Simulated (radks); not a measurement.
The numbers below are computed, except where a source is named.
Task: The table gives one normalised radial function P(r) = r R(r) (large component) of Ti in [Ar] 3d2 4s2 (r in bohr). Level of theory: Dirac Kohn-Sham, PBE, spin-unpolarised, spherical densities, finite nucleus; open shells fill j = l - 1/2 first; Fermi nuclear charge, rms radius 3.5921 fm (a radial shooting solver on a logarithmic mesh with Libxc functionals).

r	P
0.01011	0.0339
0.01158	0.0433
0.01326	0.0552
0.0152	0.0702
0.01741	0.0892
0.01995	0.1130
0.02285	0.1427
0.02618	0.1796
0.03	0.2250
0.03437	0.2804
0.03937	0.3474
0.04511	0.4274
0.05168	0.5217
0.05921	0.6310
0.06784	0.7553
0.07772	0.8936
0.08904	1.0434
0.102	1.2002
0.1169	1.3576
0.1339	1.5070
0.1534	1.6379
0.1744	1.7334
0.1998	1.7940
0.2289	1.8022
0.2622	1.7512
0.3004	1.6393
0.3442	1.4719
0.3943	1.2613
0.4517	1.0257
0.5175	0.7868
0.5929	0.5657
0.6793	0.3784
0.7783	0.2332
0.8917	0.1310
1.022	0.0662
1.17	0.0298
1.341	0.0117
1.536	0.0040
1.76	0.0011
2.016	0.0003
2.31	0.0001
2.647	0.0000
3.008	0.0000
3.446	0.0000
3.948	0.0000
4.524	0.0000
5.183	0.0000
5.938	0.0000
6.803	0.0000
7.794	0.0000
8.929	0.0000
10.23	0.0000
11.72	0.0000

Which n and l does it have? It may be an empty orbital.

Result: n = 2, l = 1: the number of nodes gives n - l - 1 = 0, the rise at small r points to l (for j = l - 1/2 the large component starts outside the nucleus as r^gamma with gamma = sqrt(l^2 - (Z/c)^2) = 0.99 and the r^(l+1) term takes over further out; the orbital of l - 1 with the same j starts with the same power, but with a larger coefficient, and does not steepen), and the extent must fit the shell. The curve is that of 2p1/2; the two j differ most near the nucleus, where j = l - 1/2 has the larger amplitude, and in heavy atoms j = l - 1/2 is also the more compact. 2p1/2: eigenvalue -447.96 eV, 0 radial nodes, <r> = 0.288 bohr, 90 % of the charge inside 0.474 bohr.
